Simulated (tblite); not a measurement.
H11N2Si4 (doublet state).
Structure used (GFN2-xTB), in Å, numbered top down from 1:
```
atom  x, y, z in Å
N1     3.5662   -0.2483   -0.4003
Si2    2.0725   -0.4768    0.4620
Si3    0.3658   -0.0437   -0.9788
N4    -1.0630    0.0539    0.0486
Si5   -2.1559   -1.2863    0.1604
Si6   -1.5176    1.5887    0.7105
H7     4.4425   -0.2254    0.0941
H8     3.6951   -0.6876   -1.2973
H9     2.3595    0.3449    1.6574
H10    0.2532    1.1300   -1.8728
H11    0.1653   -1.1929   -1.8824
H12   -2.7866   -1.2484    1.4778
H13   -1.3585   -2.5024    0.0093
H14   -3.1763   -1.2130   -0.8906
H15   -2.4000    2.3188   -0.2057
H16   -0.2777    2.3419    0.9122
H17   -2.1915    1.3584    1.9856
```

The geometry is computed with GFN2-xTB (gas phase). This method treats the open shell by occupation alone, without spin polarisation.

Masses are those of the commonest isotopes; rigid-rotor values at the optimised geometry. The values belong to one conformer with, in the numbering `[NH2:1][SiH:2][SiH2:3][N:4]([SiH3:5])[SiH3:6]`, H–N1–Si2–Si3 169° and -50°, N1–Si2–Si3–N4 -168°, Si2–Si3–N4–Si5 -101°.

**Question.** What are A, B and C (GHz)?

**Answer.** Ia = 210.77, Ib = 647.46, Ic = 743.12 u·Å²; 505379 MHz·u·Å²/I gives 2398, 780.6 and 680.1 MHz, that is A = 2.3978, B = 0.7806, C = 0.6801 GHz.

**Question.** Classify the top.

**Answer.** An asymmetric top; Ray's κ = -0.883.

**Question.** What does the inertial defect say?

**Answer.** Not planar: Δ = Ic − Ia − Ib = -115.11 u·Å². For a rigid frame Δ = −2 Σ m c², so Σ m c² = 57.56 u·Å² lies off the ab plane: 16.63 from hydrogen and 40.93 from heavier atoms. The atom farthest from that plane is 2.13 Å away.

**Question.** Where do the levels up to J = 4 lie, in MHz?

**Answer.** Above 0(0,0):
J = 1: 1(0,1) 1461, 1(1,1) 3078, 1(1,0) 3178
J = 2: 2(0,2) 4377, 2(1,2) 5899, 2(1,1) 6200, 2(2,1) 11052, 2(2,0) 11056
J = 3: 3(0,3) 8741, 3(1,3) 10127, 3(1,2) 10730, 3(2,2) 15434, 3(2,1) 15456, 3(3,1) 23774, 3(3,0) 23774
J = 4: 4(0,4) 14539, 4(1,4) 15760, 4(1,3) 16764, 4(2,3) 21273, 4(2,2) 21340, 4(3,2) 29625, 4(3,1) 29626, 4(4,1) 41289, 4(4,0) 41289

**Question.** Estimate the classical rotational partition function at 10 K, 200 K and 298.15 K.

**Answer.** Point group C1, symmetry number σ = 1; q = (√π/σ)·√((kT/h)³/(ABC)), k/h = 20836.6 MHz/K: 4730 at 10 K, 423000 at 200 K, 769000 at 298.15 K.

For this open shell read J as N, the rotation without spin; fine and hyperfine splittings come on top. Its GFN2-xTB frequencies are all real (lowest 17 cm⁻¹). These are rigid-rotor constants of the computed structure; measured ground-state constants (B0) also hold zero-point vibration.

On Arm Neoverse V2, one thread, shared host with 96 logical CPUs at a one-minute load of 72, this took 1.1 s of wall time. This is the geometry optimisation.
